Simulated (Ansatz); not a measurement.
Consider the redistribution: `FB(F)[Si](F)(F)F` + `C=[CH][GeH3]` → `C=CB(F)F` + `F[Si](F)(F)[GeH3]`.

Gas-phase electronic energies from Ansatz, PBE0-D4/def2-TZVP geometries. CCSD(T)/CBS adds triple-zeta CCSD(T) − MP2 to the extrapolated MP2 energy (def2 sets, frozen cores). Functionals use def2-TZVPP. HSE06 is defined as in plane-wave codes. For Ge outer-core shells are correlated without core-valence functions, which leaves a few kJ/mol of doubt a bond. Scalar relativity is left out up to krypton. One conformer a species, not always the lowest.

`FB(F)[Si](F)(F)F`:

Cartesian coordinates in Å:
```
F -0.608 -0.382 2.082
B -0.620 -0.660 0.800
F -1.334 -1.687 0.399
Si 0.423 0.452 -0.537
F 1.480 -0.437 -1.299
F -0.541 1.084 -1.612
F 1.200 1.629 0.166
```

`C=[CH][GeH3]`:

```xyz
9

C    -0.338    1.152   -1.022
C    -0.391    0.627    0.196
Ge    0.404   -1.082    0.646
H     0.159    0.648   -1.845
H    -0.791    2.113   -1.253
H    -0.903    1.177    0.983
H     1.466   -0.913    1.747
H     1.061   -1.665   -0.616
H    -0.667   -2.058    1.166
```

`C=CB(F)F`:

Z-matrix (Å, degrees):
```
C
C 1 1.332
H 1 1.086 2 122.4
H 1 1.086 2 121.1 3 -180.0
B 2 1.543 1 121.6 3 180.0
H 2 1.087 1 119.2 3 0.0
F 5 1.323 2 121.8 1 0.0
F 5 1.322 2 121.7 1 -180.0
```

`F[Si](F)(F)[GeH3]`:

Z-matrix (Å, degrees):
```
Si
F 1 1.581
F 1 1.581 2 107.0
F 1 1.581 2 107.0 3 -114.4
Ge 1 2.364 2 111.9 3 122.8
H 5 1.533 1 109.1 2 -179.3
H 5 1.533 1 109.1 2 60.7
H 5 1.533 1 109.1 2 -59.3
```

```
             level  ΔE (kJ/mol)  difference from CCSD(T)/CBS
         revPBE-D4        -76.8                          0.5
         r2SCAN-D4        -84.5                         -7.2
            B97M-V        -85.3                         -8.0
           PBE0-D4        -82.6                         -5.3
        r2SCAN0-D4        -85.7                         -8.4
          HSE06-D4        -82.7                         -5.4
              BLYP        -79.4                         -2.1
      MP2/def2-SVP        -80.3                         -3.0
SCS-MP2/def2-QZVPP        -72.9                          4.4
     MP2/CBS(def2)        -76.1                          1.2
       CCSD(T)/CBS        -77.3                            0
```

Largest T1 diagnostic among the species: 0.013.

From BLYP to BHLYP (50 % exact exchange), in def2-TZVPP and without D4, ΔE moves by −4.5 kJ/mol. In def2-TZVPP, CCSD(T) changes the Hartree–Fock value by +6.3 kJ/mol (the triples alone add +1.0 kJ/mol) and MP2 by +7.5 kJ/mol.
